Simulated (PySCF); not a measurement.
## Where the electron goes

Compound: C₆H₁₁NO.
Z-matrix (Å and degrees, PBE0-D3(BJ)/def2-SVP geometry), rows numbered from 1:
```
C 
N   1  1.4428
C   2  1.4408  1  116.25
C   2  1.3691  1  118.44  3  -176.73
O   4  1.2217  2  121.84  1    -4.98
C   4  1.4973  2  118.19  1   175.17
C   6  1.5080  4  115.77  2  -154.91
C   7  1.4849  6   60.68  4  -106.11
H   1  1.0960  2  108.21  3   178.41
H   1  1.1040  2  111.02  3    58.46
H   1  1.1035  2  110.91  3   -61.86
H   3  1.1059  2  112.74  1   -83.99
H   3  1.1008  2  109.02  1    35.38
H   3  1.0963  2  111.72  1   153.36
H   6  1.0896  4  118.97  2    -8.79
H   7  1.0924  6  115.24  8   108.09
H   7  1.0926  6  117.10  8  -109.67
H   8  1.0928  6  115.57  7  -107.94
H   8  1.0929  6  117.44  7   109.87
```

Method used: TDDFT CAM-B3LYP/def2-SVPD, vertical, gas phase, core orbitals frozen in the response (PySCF 2.14.0, density-fitted response routines).

Frontier orbitals with the atoms that hold most of them (Löwdin shares over 4%, at most four atoms; ? is withheld):

```csv
orbital,ε (eV),atoms
LUMO+2,1.82,"H17 15%, C7 13%, H15 11%, C1 10%"
LUMO+1,1.60,"C4 22%, O5 16%, N2 10%, C8 10%"
LUMO,1.15,?
HOMO,?,"N2 43%, O5 23%, C3 7%, C4 6%"
HOMO-1,-8.77,?
HOMO-2,-9.74,"C6 33%, C7 17%, C8 17%, O5 13%"
HOMO-3,-10.18,"C7 33%, C8 33%, C6 14%"
```

**Question.** Give the leading atoms of the HOMO-1.

**Answer.** O5 (bonded to C) 67%; C4 (bonded to C, N and O) 9%; C6 (bonded to 3 C and H) 9%; N2 (bonded to 3 C) 5%. By element: oxygen 67%, carbon 18% or more, nitrogen 5%.

**Question.** Which atoms hold the LUMO, and with what shares?

**Answer.** C3 (bonded to N and 3 H) 25%; C1 (bonded to N and 3 H) 11%; H12 (bonded to C) 10%; H13 (bonded to C) 8%. By element: carbon 36% or more, hydrogen 18% or more.

**Question.** What is the HOMO energy, and the HOMO–LUMO gap?

**Answer.** ε(HOMO) = -8.28 eV; the gap is 9.44 eV (0.3468 hartree).

**Question.** How does S1 compare with the orbital gap of 9.44 eV?

**Answer.** S1 is at 5.84 eV (f = 0.0004), 3.59 eV below the gap, made of HOMO-1→LUMO+1 (76%), HOMO-1→LUMO+4 (13%). Its leading pair isn't HOMO and LUMO; the energies of that pair differ by 10.38 eV. 

**Question.** Give energy, strength and leading configuration of S1, S2, S3 and S4, and follow the Löwdin shares of the leading atoms from the occupied to the empty orbital.

**Answer.** 
- S1 (5.84 eV, f 0.0004), HOMO-1→LUMO+1 (76%): O5 67% → 16%, C4 9% → 22%
- S2 (6.54 eV, f 0.036), HOMO→LUMO (86%): N2 43% → at most 9%, O5 23% → at most 9%, C3 7% → 25%, C1 at most 7% → 11%
- S3 (6.84 eV, f 0.249), HOMO→LUMO+1 (79%): N2 43% → 10%, O5 23% → 16%, C4 6% → 22%
- S4 (7.39 eV, f 0.012), HOMO-1→LUMO (76%): O5 67% → at most 9%, C4 9% → at most 9%, C3 at most 6% → 25%, C1 at most 6% → 11%

Löwdin shares depend on the basis, the more so with diffuse functions.

One conformer stands for the species.
